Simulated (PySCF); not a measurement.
Species: `[SiH3]S[C@]12[C@@H](CCC2)CCC1`. The columns A, B, C and D hold Mulliken, IAO, Hirshfeld and ESP-fitted charges (e) of one PBE0/pcSseg-1 density (PySCF), in a shuffled order. Coordinates in Å (PBE0-D3(BJ)/def2-SVP); the density's dipole moment is (-1.31, -0.64, 1.12) D.

```tsv
atom	x	y	z	A	B	C	D
Si1	2.946	0.662	-0.103	+0.318	+0.440	+0.276	+0.503
S2	1.361	1.340	-1.371	-0.341	-0.168	-0.081	-0.193
C3	-0.152	0.867	-0.419	+0.179	-0.668	+0.025	-0.043
C4	-0.216	-0.627	-0.071	-0.357	-0.074	-0.078	-0.260
C5	-1.699	-0.967	-0.188	+0.076	-0.207	-0.068	-0.251
C6	-2.113	-0.219	-1.453	-0.378	-0.147	-0.069	-0.257
C7	-1.392	1.132	-1.350	+0.163	-0.188	-0.027	-0.116
C8	-2.188	2.251	-0.658	-0.159	-0.144	-0.070	-0.256
C9	-1.168	2.966	0.221	+0.018	-0.201	-0.073	-0.254
C10	-0.362	1.805	0.783	-0.249	-0.052	-0.078	-0.253
H11	2.986	-0.826	0.028	-0.083	-0.074	-0.076	-0.121
H12	4.198	1.132	-0.764	-0.037	-0.068	-0.070	-0.096
H13	2.857	1.245	1.272	-0.071	-0.075	-0.075	-0.122
H14	0.217	-0.847	0.918	+0.112	+0.134	+0.038	+0.132
H15	0.351	-1.204	-0.818	+0.133	+0.132	+0.031	+0.137
H16	-1.890	-2.050	-0.235	+0.043	+0.128	+0.042	+0.138
H17	-2.252	-0.581	0.685	+0.022	+0.117	+0.034	+0.123
H18	-1.752	-0.771	-2.336	+0.110	+0.124	+0.038	+0.133
H19	-3.203	-0.105	-1.564	+0.099	+0.122	+0.039	+0.133
H20	-1.058	1.476	-2.340	+0.051	+0.137	+0.029	+0.136
H21	-2.974	1.811	-0.020	+0.070	+0.110	+0.033	+0.120
H22	-2.693	2.911	-1.379	+0.041	+0.127	+0.040	+0.137
H23	-0.512	3.604	-0.395	+0.026	+0.126	+0.031	+0.135
H24	-1.621	3.602	0.997	+0.021	+0.122	+0.040	+0.134
H25	-0.965	1.275	1.542	+0.107	+0.114	+0.036	+0.123
H26	0.581	2.099	1.266	+0.086	+0.136	+0.032	+0.137
```

Problem. Which column most likely holds the ESP-fitted charges?

Solution. A. Σ q r misses the density's dipole by 0.04 D (A), 1.12 D (D), 1.14 D (B), 1.32 D (C). Charges fitted to the outside potential are the only set here that is tied to the molecule's multipoles.

Problem. And the Hirshfeld charges?

Solution. C. The mean sizes are 0.059 e (C), 0.129 e (A), 0.159 e (B), 0.171 e (D), and Hirshfeld charges are commonly the smallest of these schemes.

As computed, A = ESP-fitted, B = Mulliken, C = Hirshfeld, D = IAO. Hydrogens on carbon: ESP-fitted +0.02 to +0.13, Mulliken +0.11 to +0.14, Hirshfeld +0.03 to +0.04, IAO +0.12 to +0.14 e.

The IAO scheme counts the electrons in orthogonalised intrinsic atomic orbitals, a minimal basis polarised so that it spans the occupied orbitals exactly. The ESP scheme fits charges at the nuclei, held to the total charge, to the electrostatic potential on points at 1.4 to 2.0 times the van der Waals radii.

The structure is a single PBE0-D3(BJ)/def2-SVP conformer in the gas phase; no vibrational or solvent corrections.
